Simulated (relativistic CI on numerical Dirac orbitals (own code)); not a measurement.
Tc³⁺: M2,3 absorption edge

Computed with this model: Dirac-Coulomb-Breit CI, orbitals from a KLI potential per configuration, model QED (radiative potential, 1s self-energy scaled to tabulated hydrogen-like ionisation energies), valence Slater integrals scaled by 0.9, multiplet model of core-to-valence dipole absorption; configurations [Kr] 4d4 → [Ne] 3s2 3p5 3d10 4s2 4p6 4d5; 300 K; Lorentzian 1.2 eV and Gaussian 0.4 eV FWHM. Energies are those of the free ion, without screening or charge transfer. The branching ratio is the share of the lower-energy edge in the whole absorption, uncertain by about 0.02 where the edges overlap. S is read from ⟨S²⟩ = S(S + 1).

Field parameters in Wybourne normalisation: Oh B⁴₀ = 21Dq, B⁴₄ = √(5/14) B⁴₀. The field is a parameter set, without covalency.

Computed curve for Oh, 10Dq = 28550 cm⁻¹, scaled to 100 at the maximum (points under 2 are left out and the grid is thinned):

(Energy (eV), Intensity): (426.25, 2.1), (426.75, 2.5), (427.50, 3.3), (428.00, 4.2), (428.75, 6.2), (429.25, 8.7), (429.75, 13.2), (430.50, 31.6), (431.00, 61.5), (431.75, 70.4), (432.25, 59.4), (433.00, 80.9), (433.50, 100.0), (434.00, 89.2), (434.75, 66.1), (435.25, 45.3), (436.00, 33.5), (436.50, 22.5), (437.00, 13.5), (437.75, 7.5), (438.25, 5.7), (439.00, 4.1), (439.50, 3.3), (440.00, 2.8), (440.75, 2.3), (449.50, 2.1), (450.25, 3.4), (450.75, 5.5), (451.25, 10.0), (452.00, 18.0), (452.50, 16.8), (453.25, 25.8), (453.75, 29.1), (454.50, 23.7), (455.00, 16.7), (455.50, 10.7), (456.25, 9.3), (456.75, 6.7), (457.50, 3.1), (458.00, 2.2)

The ground state has S = 1.02, and the centroid lies at 437.48 eV.
